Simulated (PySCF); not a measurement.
The scaffold silaethenyl-X carries different groups X. Isolated molecules, 0 K electronic values unless said otherwise. One relaxed conformer stands for each flexible species; it need not be the lowest. Strings in code marks are SMILES.

The LUMO from two functionals at the same geometries (PBE0-D3(BJ)/def2-TZVP), both in PySCF: PBE-D3(BJ)/def2-TZVP and ωB97X-D3(BJ)/def2-TZVP. 

| species | PBE-D3(BJ)/def2-TZVP (eV) |
|---|---|
| X = cyano | -3.12 |
| X = formyl (`C=[SiH]C=O` (C–Si–C–O torsion 0°)) | -3.50 |
| X = acetyl (`C([SiH]=C)(C)=O` (C–Si–C–O torsion 0°)) | -3.06 |
| X = boryl (`B[SiH]=C`) | -3.82 |
| X = thioformyl (`C=[SiH]C=S` (C–Si–C–S torsion 0°)) | -4.04 |
| X = AlH2 | -3.29 |

### Question
What does ωB97X-D3(BJ)/def2-TZVP give for each?

### Answer

- X = cyano: -0.26
- X = formyl (`C=[SiH]C=O` (C–Si–C–O torsion 0°)): -0.49
- X = acetyl (`C([SiH]=C)(C)=O` (C–Si–C–O torsion 0°)): -0.08
- X = boryl (`B[SiH]=C`): -0.96
- X = thioformyl (`C=[SiH]C=S` (C–Si–C–S torsion 0°)): -1.29
- X = AlH2: -0.72
Over these rows, drawn at random from the members with no instability flagged (it was tested for open shells, ions and some series alone), PBE minus ωB97X-D3(BJ): mean -2.83 eV, from -3.01 eV to -2.57 eV.
